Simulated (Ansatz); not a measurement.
Consider the ligand exchange at the Si–C bond: `O[SiH](O)C[SiH](F)F` + `O[SiH2]O` → `O[SiH2]O[SiH](F)F` + `C[SiH](O)O`.

Program: Ansatz. Geometries: PBE0-D4/def2-TZVP. ΔE: electronic, gas phase. CCSD(T)/CBS is the MP2 limit (def2-TZVPP, def2-QZVPP) plus CCSD(T) − MP2 in def2-TZVPP, frozen cores. Functionals use def2-TZVPP. One conformer a species, not always the lowest.

```
              species  ωB97M-V energy (Eh)
`O[SiH](O)C[SiH](F)F`           -971.15579
           `O[SiH2]O`           -442.45097
  `O[SiH2]O[SiH](F)F`           -931.87243
         `C[SiH](O)O`           -481.77668
```

Question: Work out ΔE.

Answer: ΔE = (-931.87243) + (-481.77668) − (-971.15579) − (-442.45097) = -0.04235 Eh = -1.15 eV. CCSD(T)/CBS gives -1.21 eV.

Largest T1 diagnostic among the species: 0.012.

From PBE to PBE0 (25 % exact exchange), in def2-TZVPP and without D4, ΔE moves by −0.07 eV. In def2-TZVPP, CCSD(T) changes the Hartree–Fock value by +0.30 eV (the triples alone add +0.05 eV) and MP2 by +0.30 eV.
